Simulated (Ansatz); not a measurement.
This geometry of CH8ClNSi2 (13 atoms, charge 0, multiplicity 1) is a first-order saddle point.

Level of theory: RKS r2SCAN-D4/def2-SVP (Ansatz).

```xyz
13
Properties=species:S:1:pos:R:3
N -0.367 2.228 1.162
Si -0.746 0.753 0.354
C 0.785 -0.229 -0.173
Si 0.481 -1.947 -0.830
Cl -0.953 -1.873 -2.341
H 0.009 2.296 2.099
H -0.567 3.134 0.758
H -1.532 1.135 -0.853
H -1.551 -0.162 1.228
H 1.447 -0.335 0.709
H 1.348 0.360 -0.919
H 1.711 -2.552 -1.418
H -0.044 -2.843 0.239
```

Task: Which two structures does it join? (They come from a converged band through this point; their orientation in space is the band's.)

Result: No bond is made or broken. The height of N1 over the plane of its neighbours goes from -0.25 to 0.20 Å.

Initial state:

```xyz
13
Properties=species:S:1:pos:R:3
N -0.250 2.251 1.064
Si -0.747 0.785 0.278
C 0.789 -0.214 -0.167
Si 0.487 -1.944 -0.795
Cl -0.960 -1.896 -2.294
H 0.247 2.200 1.949
H -0.905 3.027 1.086
H -1.497 1.199 -0.941
H -1.635 -0.120 1.088
H 1.417 -0.309 0.741
H 1.382 0.358 -0.902
H 1.716 -2.548 -1.384
H -0.023 -2.824 0.293
```

Final state:

```xyz
13
Properties=species:S:1:pos:R:3
N -0.522 2.221 1.214
Si -0.786 0.762 0.321
C 0.775 -0.193 -0.190
Si 0.501 -1.928 -0.815
Cl -0.983 -1.919 -2.280
H -0.177 2.190 2.168
H -0.192 3.057 0.743
H -1.525 1.137 -0.917
H -1.599 -0.150 1.182
H 1.444 -0.271 0.689
H 1.321 0.389 -0.954
H 1.727 -2.511 -1.432
H 0.035 -2.818 0.286
```

Task: How far does it lie above each of them?

Result: 0.016 eV above the first and 0.012 eV above the second. This is the barrier of this one path; another mechanism may lie lower.

Run time: 5.9 min on 2 threads of Intel(R) Xeon(R) Platinum 8488C (Sapphire Rapids), on a shared host, peak memory 0.22 GiB.
